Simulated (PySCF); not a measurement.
HNaO (SMILES [OH][Na]), singlet, geometry from GFN2-xTB (such geometries of metal compounds can be far from the true shape). Base run: PySCF with SVWN5/aug-cc-pVDZ.

The PySCF input:
```python
from pyscf import gto, scf, dft

mol = gto.M(
    atom='''
Na   -0.60708701   -0.34567032   -0.49916222
O     0.68596288    0.34473088    0.56471073
H     1.19025406    1.04452643    0.97309857
''',
    basis='aug-cc-pvdz',
    verbose=3,
)

mf = dft.RKS(mol)
mf.xc = 'lda,vwn'
mf.kernel()
```

The base run was repeated with changes; each row names its change, and settings that it needs were set with it.

```csv
change,ΔE vs base (µEh),grid points,electrons on the grid
base,0.0,41992,19.99999
"grids.atom_grid = (50, 194)",-23.2,19216,20.00002
"grids.atom_grid = (150, 974)",0.4,230856,20.00000
grids.level = 0,-7103,3336,20.00197
grids.level = 1,-23.8,13768,20.00002
small_rho_cutoff = 0,0.0,41992,19.99999
grids.prune = dft.gen_grid.treutler_prune,2.0,39080,19.99998
"grids.atom_grid = (30, 110)",-621,7344,19.99943
grids.level = 4,0.7,71352,19.99998
grids.level = 5,0.4,107120,19.99999
grids.level = 7,0.6,217888,19.99999
```
